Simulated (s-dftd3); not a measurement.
C₄H₉Cl₃Sn, triplet, at the geometry of the source list (a higher spin typed on purpose: for a closed-shell molecule this is an excited state); D3(bjm) for blyp (s-dftd3).

Input for s-dftd3:
```
$ s-dftd3 mol.xyz --bjm blyp --json dftd3.json --noedisp --grad

# file mol.xyz
17

C     -2.55570000     0.21460000     0.05930000
C     -1.07930000     0.34140000    -0.29060000
C     -0.31020000    -0.93140000     0.04990000
C      1.08890000    -0.96070000    -0.48800000
Sn     2.46520000     0.66390000     0.34860000
Cl     2.88530000     2.37870000    -1.19710000
Cl     1.72010000     1.73630000     2.30180000
Cl     4.57080000    -0.20270000     0.90680000
H     -3.03530000    -0.54530000    -0.55730000
H     -3.06480000     1.16040000    -0.09950000
H     -2.67630000    -0.06830000     1.10360000
H     -0.64780000     1.17620000     0.26630000
H     -0.97110000     0.56080000    -1.35220000
H     -0.30980000    -1.08030000     1.13240000
H     -0.83350000    -1.78830000    -0.39220000
H      1.62230000    -1.87260000    -0.23250000
H      1.13130000    -0.78260000    -1.55940000
```

The log (banner, timings and long lists left out):

```
-----------------------------------
 s i m p l e   D F T - D 3  v1.4.0
-----------------------------------

Rational (Becke-Johnson) damping: blyp-D3(BJ)
---------------------
  s6         1.0000
  s8         1.8750
  s9         0.0000
  a1         0.4485
  a2         3.6107
 alp        14.0000
--------------------

Dispersion energy:      -5.1124699294536E-02 Eh

Gradient norm:           5.2255337933820E-03 Eh/a0
--------------------------------------------------
     #    Z           dE/dx      dE/dy      dE/dz
--------------------------------------------------
     1    6 C    -9.319E-04  2.574E-04  1.721E-05
     2    6 C    -9.653E-04  2.084E-04 -2.487E-04
     3    6 C    -1.496E-04 -7.861E-04 -6.315E-05
     4    6 C     2.064E-04 -9.190E-04 -3.985E-04
     5   50 Sn    2.174E-03  7.388E-04  3.676E-04
     6   17 Cl    5.277E-04  1.477E-03 -1.426E-03
     7   17 Cl   -1.008E-04  1.119E-03  2.068E-03
     8   17 Cl    1.764E-03 -8.421E-04  4.262E-04
     9    1 H    -5.972E-04 -5.955E-05 -1.005E-04
    10    1 H    -4.294E-04  1.952E-04  1.846E-05
    11    1 H    -5.715E-04  5.343E-05  3.006E-04
    12    1 H    -5.697E-04  5.175E-04 -7.689E-05
    13    1 H    -3.460E-04  3.461E-04 -5.501E-04
    14    1 H    -2.233E-04 -6.346E-04  4.679E-04
    15    1 H    -1.097E-04 -6.727E-04 -6.254E-05
    16    1 H     1.212E-04 -5.733E-04 -1.755E-04
    17    1 H     2.013E-04 -4.253E-04 -5.638E-04
--------------------------------------------------

Virial:
--------------------------------------------------
      component           x          y          z
--------------------------------------------------
          x       4.613E-02  1.195E-03  2.116E-03
          y       1.195E-03  2.308E-02  1.417E-03
          z       2.116E-03  1.417E-03  1.857E-02
--------------------------------------------------

[Info] JSON dump of results written to 'dftd3.json'
```
